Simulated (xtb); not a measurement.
Level of theory: GFN2-xTB (xtb 6.7.1).

```
xtb start.xyz --ohess tight --gfn 2 --chrg 0 --uhf 0 --iterations 400

# start.xyz
10

N     -0.178495     1.984202    -0.530577
In    -0.004004     0.001984    -0.010403
N     -1.583792    -1.305105    -0.164436
N      1.857122    -0.747651     0.446695
H     -1.106310     2.352352    -0.346408
H      0.472813     2.556013    -0.000775
H     -1.493035    -2.060414     0.508229
H     -2.477318    -0.858424     0.016391
H      2.576438    -0.217371    -0.036475
H      1.936579    -1.705587     0.117759
```

Output:

```
[...]

         :::::::::::::::::::::::::::::::::::::::::::::::::::::
         ::                     SUMMARY                     ::
         :::::::::::::::::::::::::::::::::::::::::::::::::::::
         :: total energy             -12.988845898642 Eh    ::
         :: gradient norm              0.000561179753 Eh/a0 ::
         :: HOMO-LUMO gap              3.024581445280 eV    ::
         ::.................................................::
         :: SCC energy               -13.108278452114 Eh    ::
         :: -> isotropic ES            0.050567721732 Eh    ::
         :: -> anisotropic ES          0.001324208056 Eh    ::
         :: -> anisotropic XC          0.009585635577 Eh    ::
         :: -> dispersion             -0.004259720340 Eh    ::
         :: repulsion energy           0.119432553472 Eh    ::
         :: add. restraining           0.000000000000 Eh    ::
         :: total charge               0.000000000000 e     ::
         :::::::::::::::::::::::::::::::::::::::::::::::::::::

           -------------------------------------------------
          |                Numerical Hessian                |
           -------------------------------------------------
step length          :   0.00500
SCC accuracy         :   0.30000
Hessian scale factor :   1.00000
frozen atoms in %    :   0.00000    0
RMS gradient         :   0.00056
estimated CPU  time      0.00 min
estimated wall time      0.00 min

writing file <hessian>.

 projected vibrational frequencies (cm⁻¹)
eigval :       -0.00    -0.00    -0.00     0.00     0.00     0.00
eigval :      101.10   104.34   109.77   128.82   174.19   180.41
eigval :      387.19   456.18   460.90   574.50   589.64   609.52
eigval :      618.29   676.36   680.52  1467.88  1471.16  1479.56
eigval :     3344.03  3351.61  3354.05  3370.91  3378.02  3381.52
           -------------------------------------------------
          |                Property Printout                |
           -------------------------------------------------

    * Orbital Energies and Occupations

         #    Occupation            Energy/Eh            Energy/eV
      -------------------------------------------------------------
         1        2.0000           -0.5939819             -16.1631
         2        2.0000           -0.5837305             -15.8841
         3        2.0000           -0.5820622             -15.8387
         4        2.0000           -0.5446534             -14.8208
         5        2.0000           -0.5016035             -13.6493
         6        2.0000           -0.5007218             -13.6253
         7        2.0000           -0.4948328             -13.4651
         8        2.0000           -0.4390153             -11.9462
         9        2.0000           -0.4385877             -11.9346
        10        2.0000           -0.3953831             -10.7589
        11        2.0000           -0.3837289             -10.4418
        12        2.0000           -0.3816341             -10.3848 (HOMO)
        13                         -0.2704828              -7.3602 (LUMO)
        14                         -0.1183594              -3.2207
        15                         -0.0061817              -0.1682
        16                         -0.0047398              -0.1290
        17                          0.0212108               0.5772
        18                          0.0263673               0.7175
        19                          0.0318633               0.8670
        20                          0.0889159               2.4195
        21                          0.0940974               2.5605
        22                          0.2264681               6.1625
        23                          0.2335935               6.3564
       ...                                ...                  ...
        27                          0.8270050              22.5040
      -------------------------------------------------------------
                  HL-Gap            0.1111513 Eh            3.0246 eV
             Fermi-level           -0.3260585 Eh           -8.8725 eV

     #   Z          covCN         q      C6AA      α(0)
     1   7 N        2.520    -0.398    30.351     8.182
     2  49 In       2.456     0.202   281.305    32.244
     3   7 N        2.520    -0.398    30.357     8.182
     4   7 N        2.520    -0.401    30.431     8.192
     5   1 H        0.867     0.164     1.308     1.791
     6   1 H        0.869     0.167     1.289     1.778
     7   1 H        0.870     0.167     1.288     1.777
     8   1 H        0.867     0.164     1.309     1.792
     9   1 H        0.871     0.166     1.297     1.783
    10   1 H        0.871     0.166     1.296     1.783

 Mol. C6AA /au·bohr⁶  :       1590.456951
 Mol. C8AA /au·bohr⁸  :      92176.098570
 Mol. α(0) /au        :         67.504900

Wiberg/Mayer (AO) data.
largest (>0.10) Wiberg bond orders for each atom

 ---------------------------------------------------------------------------
     #   Z sym  total        # sym  WBO       # sym  WBO       # sym  WBO
 ---------------------------------------------------------------------------
     1   7 N    3.166 --     2 In   0.960     5 H    0.934     6 H    0.932
                             3 N    0.169     4 N    0.166
     2  49 In   3.092 --     3 N    0.960     1 N    0.960     4 N    0.952
     3   7 N    3.166 --     2 In   0.960     8 H    0.934     7 H    0.932
                             1 N    0.169     4 N    0.166
     4   7 N    3.154 --     2 In   0.952     9 H    0.932    10 H    0.932
                             1 N    0.166     3 N    0.166
     5   1 H    0.973 --     1 N    0.934
     6   1 H    0.972 --     1 N    0.932
     7   1 H    0.972 --     3 N    0.932
     8   1 H    0.973 --     3 N    0.934
     9   1 H    0.973 --     4 N    0.932
    10   1 H    0.973 --     4 N    0.932
 ---------------------------------------------------------------------------

Topologies differ in total number of bonds
Writing topology from bond orders to xtbtopo.mol

molecular dipole:
                 x           y           z       tot (Debye)
 q only:       -0.101       0.074       0.264
   full:       -0.214       0.151       0.509       1.455
molecular quadrupole (traceless):
                xx          xy          yy          xz          yz          zz
 q only:        2.105      -0.688       1.597      -2.796       0.663      -3.702
  q+dip:        3.637      -1.406       2.525      -5.456       1.480      -6.162
   full:        2.741      -1.723       1.393      -6.573       2.344      -4.134

           -------------------------------------------------
          |                Geometry Summary                 |
           -------------------------------------------------

      molecular mass/u    :      162.8858408
   center of mass at/Å    :        0.0047703      -0.0040846      -0.0270852
  moments of inertia/u·Å² :        0.1077383E+03   0.1122174E+03   0.2173436E+03
rotational constants/cm⁻¹ :        0.1564684E+00   0.1502230E+00   0.7756212E-01
Molecule has the following symmetry elements: (sigma)
It seems to be the Cs point group

 * 9 selected distances

     #   Z          #   Z                                           value/Å
     1   7 N        2  49 In                                      2.0567492
     2  49 In       3   7 N                                       2.0561952
     2  49 In       4   7 N                                       2.0578343 (max)
     1   7 N        5   1 H                                       1.0150337 (min)
     1   7 N        6   1 H                                       1.0158052
     3   7 N        7   1 H                                       1.0154836
     3   7 N        8   1 H                                       1.0151902
     4   7 N        9   1 H                                       1.0159064
     4   7 N       10   1 H                                       1.0159497

 * 2 distinct bonds (by element types)

   Z      Z             #   av. dist./Å        max./Å        min./Å
   1 H    7 N           6     1.0155615     1.0159497     1.0150337
   7 N   49 In          3     2.0569262     2.0578343     2.0561952

           -------------------------------------------------
          |               Frequency Printout                |
           -------------------------------------------------
 projected vibrational frequencies (cm⁻¹)
eigval :       -0.00    -0.00    -0.00     0.00     0.00     0.00
eigval :      101.10   104.34   109.77   128.82   174.19   180.41
eigval :      387.19   456.18   460.90   574.50   589.64   609.52
eigval :      618.29   676.36   680.52  1467.88  1471.16  1479.56
eigval :     3344.03  3351.61  3354.05  3370.91  3378.02  3381.52
 reduced masses (amu)
   1: 13.98   2: 24.40   3: 70.19   4: 79.97   5: 82.06   6: 17.91   7: 21.97   8: 22.35
   9: 40.13  10:  1.79  11:  1.50  12:  2.18  13: 13.40  14: 28.47  15: 29.50  16:  5.51
  17:  1.75  18:  2.77  19:  4.81  20:  3.57  21:  3.41  22:  2.08  23:  2.06  24:  2.02
  25:  1.55  26:  1.57  27:  1.56  28:  2.06  29:  2.08  30:  2.06
 IR intensities (km·mol⁻¹)
   1:  0.02   2:  0.71   3:  0.17   4:  0.04   5:  0.02   6:  0.71   7:  5.20   8:  1.24
   9: 11.17  10:  2.64  11: 65.01  12: 71.88  13:  4.01  14:106.14  15: 97.39  16: 24.72
  17:  0.11  18:  9.43  19:342.68  20:104.34  21: 95.12  22:  2.45  23: 55.25  24:  8.01
  25:  0.15  26:  0.47  27:  0.93  28:  5.07  29:  7.69  30: 14.47
 Raman intensities (Ä⁴*amu⁻¹)
   1:  0.00   2:  0.00   3:  0.00   4:  0.00   5:  0.00   6:  0.00   7:  0.00   8:  0.00
   9:  0.00  10:  0.00  11:  0.00  12:  0.00  13:  0.00  14:  0.00  15:  0.00  16:  0.00
  17:  0.00  18:  0.00  19:  0.00  20:  0.00  21:  0.00  22:  0.00  23:  0.00  24:  0.00
  25:  0.00  26:  0.00  27:  0.00  28:  0.00  29:  0.00  30:  0.00
 output can be read by thermo (or use thermo option).
 writing <g98.out> molden fake output.
 recommended (thermochemical) frequency scaling factor: 1.0
           -------------------------------------------------
          |             Thermodynamic Functions             |
           -------------------------------------------------

cs  symmetry found (for desy threshold:  0.10E+00) used in thermo

          ...................................................
          :                      SETUP                      :
          :.................................................:
          :  # frequencies                          24      :
          :  # imaginary freq.                       0      :
          :  linear?                             false      :
          :  only rotor calc.                    false      :
          :  symmetry                               cs      :
          :  rotational number                       1      :
          :  scaling factor                  1.0000000      :
          :  rotor cutoff                   50.0000000 cm⁻¹ :
          :  imag. cutoff                  -20.0000000 cm⁻¹ :
          :.................................................:

    mode    ω/cm⁻¹     T·S(HO)/kcal·mol⁻¹    T·S(FR)/kcal·mol⁻¹   T·S(vib)
   ------------------------------------------------------------------------
       1    101.10    -1.02358 ( 94.35%)    -0.84765 (  5.65%)    -1.01364
       2    104.34    -1.00521 ( 94.99%)    -0.83829 (  5.01%)    -0.99685
       3    109.77    -0.97582 ( 95.87%)    -0.82328 (  4.13%)    -0.96953
       4    128.82    -0.88357 ( 97.78%)    -0.77591 (  2.22%)    -0.88118
       5    174.19    -0.71250 ( 99.33%)    -0.68660 (  0.67%)    -0.71232
       6    180.41    -0.69295 ( 99.41%)    -0.67622 (  0.59%)    -0.69285
   ------------------------------------------------------------------------

   temp. (K)  partition function   enthalpy   heat capacity  entropy
                                   cal/mol     cal/K/mol   cal/K/mol   J/K/mol
 298.15  VIB   212.                 3633.743     21.644     22.738
         ROT  0.124E+06              888.752      2.981     26.285
         INT  0.262E+08             4522.495     24.625     49.023
         TR   0.201E+28             1481.254      4.968     41.154
         TOT                        6003.7490    29.5935    90.1761   377.2969

       T/K    H(0)-H(T)+PV         H(T)/Eh          T*S/Eh         G(T)/Eh
   ------------------------------------------------------------------------
    298.15    0.956758E-02    0.789389E-01    0.428456E-01    0.360933E-01
   ------------------------------------------------------------------------

         :::::::::::::::::::::::::::::::::::::::::::::::::::::
         ::                  THERMODYNAMIC                  ::
         :::::::::::::::::::::::::::::::::::::::::::::::::::::
         :: total free energy         -12.952752627193 Eh   ::
         ::.................................................::
         :: total energy              -12.988845898642 Eh   ::
         :: zero point energy           0.069371279882 Eh   ::
         :: G(RRHO) w/o ZPVE           -0.033278008434 Eh   ::
         :: G(RRHO) contrib.            0.036093271448 Eh   ::
         :::::::::::::::::::::::::::::::::::::::::::::::::::::

optimized geometry written to: xtbopt.xyz

           -------------------------------------------------
          | TOTAL ENERGY              -12.988845898642 Eh   |
          | TOTAL ENTHALPY            -12.909907035754 Eh   |
          | TOTAL FREE ENERGY         -12.952752627193 Eh   |
          | GRADIENT NORM               0.000561175001 Eh/α |
          | HOMO-LUMO GAP               3.024581084607 eV   |
           -------------------------------------------------

------------------------------------------------------------------------
```

Cost: roughly 0.19 core-seconds.
